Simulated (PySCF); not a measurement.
Si(Cl)(H)2(OAc) (C2H5ClO2Si), SMILES CC(=O)O[SiH2]Cl.

Coordinates come from a PBE0-D3(BJ)/def2-SVP optimisation. Other conformers were not sampled.

Level of theory: PBE/def2-TZVP run with PySCF.

Gas-phase values at a fixed geometry.

```json
{
  "total_energy": "-978.99053 hartree",
  "highest_occupied_level": "-6.67 eV",
  "lowest_empty_level": "-1.45 eV",
  "orbital_gap": "5.21 eV",
  "dipole_moment": "0.500 e·Å",
  "quadrupole, principal values (traceless, Buckingham form, about the centre of nuclear charge)": "-8.36, 0.26, 8.10 D·Å",
  "mean_static_polarisability": "67.5 bohr³ (10.00 Å³)",
  "polarisability_principal_values": "58.1, 65.2, 79.2 bohr³"
}
```
